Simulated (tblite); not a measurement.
Species: C₂H₁₃NSi₃ (charge +1 and doublet state).
Numbering: `[CH3:1][NH+:2][SiH2:3][SiH2:4][CH2:5][SiH3:6]` (hydrogens: H7, H8, H9 on C1; H10 on N2; H11, H12 on Si3; H13, H14 on Si4; H15, H16 on C5; H17, H18, H19 on Si6)

Geometry (GFN2-xTB, Å), atoms numbered from 1 in this order:
```xyz
19
C2H13NSi3 angstrom
C     -2.736    0.761    0.448
N     -2.154   -0.527    0.759
Si    -1.409   -1.617   -0.307
Si     0.961   -0.871   -0.817
C      1.350    0.379    0.529
Si     3.142    1.144    0.445
H     -3.765    0.802    0.807
H     -2.178    1.568    0.926
H     -2.738    0.917   -0.627
H     -2.163   -0.709    1.754
H     -2.036   -1.537   -1.619
H     -1.274   -2.886    0.388
H      0.865   -0.324   -2.170
H      1.705   -2.127   -0.773
H      1.238   -0.075    1.514
H      0.645    1.209    0.488
H      3.250    1.787   -0.860
H      3.215    2.088    1.556
H      4.072    0.027    0.583
```

Method: GFN2-xTB as coded in tblite; computed harmonic values from a numerical Hessian at the method's own geometry, unscaled. This tight-binding method is rough: wavenumbers can miss measured ones by several per cent, in bad cases by 10 to 20. Modes of hydrogen on silicon can be 10 to 20 % off. One conformer, not necessarily the lowest. Open shells enter through the occupations alone, without spin polarisation, and single modes of such species can be off by tens of per cent. The optimisation stopped once no atom felt more than 0.01 eV/Å.

Lowest wavenumbers of the output (negative numbers stand for imaginary wavenumbers):
```
mode    cm-1
  1     -21.4
  2      42.7
  3      53.1
  4      74.8
  5     112.9
  6     118.6
  7     138.1
  8     158.1
  9     244.8
 10     277.9
```

Question: Is this structure a minimum?

Answer: Not by this Hessian. 1 mode is imaginary beyond 20i (21i cm⁻¹), so at this level the point lies at or near a first-order saddle. The curvature is small, so loose convergence or finite differences may be the whole cause.

Question: Which atoms move in the imaginary mode?

Answer: 21i: Si4 (silicon bonded to C, Si and 2 H) 18 %, C1 (carbon bonded to N and 3 H) 16 %, Si3 (silicon bonded to N, Si and 2 H) 13 %. These are shares of the mass-weighted motion.

Question: What is the remedy?

Answer: Step along that mode in both directions, optimise again with tighter thresholds and repeat the frequencies. The zero-point energy of this point (84.8 kcal/mol) counts the 50 real modes alone, and thermal corrections from it aren't those of a minimum.
